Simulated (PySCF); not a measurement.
Numbering as in the mapped SMILES `[CH2:1]=[CH:2][Si@@H:3]([Cl:4])/[C:5]([F:6])=[CH:7]\[SiH3:8]`. Each H is labelled by its parent atom. Ha(C1) is cis to Si3; Hb(C1) is trans to Si3.

Non-relativistic, rapidly exchanging positions averaged, single conformer, no solvent model. Coordinates at the GFN2-xTB level; shieldings: GIAO PBE0/pcSseg-1; PySCF 2.14.

References, each an isolated molecule treated in the same way: ¹³C, ¹H, ²⁹Si against TMS; ³⁵Cl against HCl; ¹⁹F vs CFCl3.

```csv
atoms,nucleus,count,Hirshfeld charge,δ (ppm)
Si8,²⁹Si,1,0.31,?
Hb(C1),¹H,1,0.06,6.77
H(Si8),¹H,3,-0.07,4.33
C2,¹³C,1,-0.14,136.9
C7,¹³C,1,-0.16,117.1
F6,¹⁹F,1,-0.10,-40.9
Cl4,³⁵Cl,1,-0.09,?
H(Si3),¹H,1,-0.07,5.63
Si3,²⁹Si,1,0.36,?
C5,¹³C,1,-0.01,?
H(C2),¹H,1,0.05,6.35
Ha(C1),¹H,1,0.04,6.52
C1,¹³C,1,-0.07,146.8
H(C7),¹H,1,0.05,6.34
```

Q: Estimate the values marked ?.

A: 
- C5: 186.8 ppm, fully substituted alkene carbon
- Si3: -21.8 ppm, silicon bonded to 2 C, Cl, H
- Si8: -86.4 ppm, silicon bonded to C, 3 H
- Cl4: -42 ppm, chlorine bonded to Si

Shifts are as computed. Against solution values, carbons near 30 ppm lie about +3 ppm off and those near 130 ppm about +5 ppm. Of 1309 compounds with measured shifts, 239 miss one by over three times the rms of a fit or turn the order of signals round; such compounds aren't used in these exercises. Unscaled 19F shifts against computed CFCl3 carry errors that often reach 10 to 50 ppm.
